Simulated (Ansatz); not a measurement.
The first iterations of a band of BF$_{2}$HSSi (6 atoms, charge 0, multiplicity 1).

Method: RKS PBE0/def2-SVP in Ansatz.

```
movable images  : 5
climbing image  : yes
spring          : 5.0 eV/Å²
optimiser       : quadratic models (default)
start path      : through a guess of the saddle point
force threshold : 0.03 eV/Å
iteration limit : 60
end points      : relaxed
```

Initial state:

```xyz
6
Properties=species:S:1:pos:R:3
F 0.224 -2.448 0.151
B -0.079 -1.177 0.051
S -1.589 -0.311 -0.376
Si 0.288 0.706 0.085
F 0.976 1.488 -1.158
H 0.221 1.677 1.202
```

Final state:

```xyz
6
Properties=species:S:1:pos:R:3
F -0.507 -2.268 0.936
B -0.152 -1.021 0.705
S -0.338 -0.351 -0.967
Si 0.439 1.621 -0.436
F 0.312 2.319 -1.906
H 0.287 -0.364 1.621
```

| iteration | highest image above the first end (eV) | largest band force component (eV/Å) |
| --- | --- | --- |
| 1 | 4.496 | 9.983 |
| 2 | 2.789 | 3.845 |
| 3 | 2.507 | 1.857 |
| 4 | 2.417 | 2.068 |
| 5 | 2.079 | 2.263 |
| 6 | 1.940 | 1.771 |
| 7 | 1.813 | 1.210 |
| 8 | 1.698 | 1.079 |
| 9 | 1.432 | 0.859 |
| 10 | 1.189 | 1.237 |

Task: Does the band converge within its limit, and where does its top end?

Result: The run converged. It ended after 30 iterations with the highest image 1.931 eV above the first end. The profile has 2 maxima (images 1, 5) with wells between them (image 3): this band takes more than one step, which may be the mechanism or a detour left from its start path. Neighbouring images differ by up to 1.9 eV, so the band resolves the path poorly. A vibrational analysis at the climbing image gives one clearly imaginary mode, 831i cm⁻¹: a first-order saddle point. The orbitals stay closed-shell, which can raise the energy where a bond breaks towards radicals; this wasn't checked here.

Run time: 3.7 min on 2 threads of Arm Neoverse V2, on a shared host, peak memory 0.17 GiB.
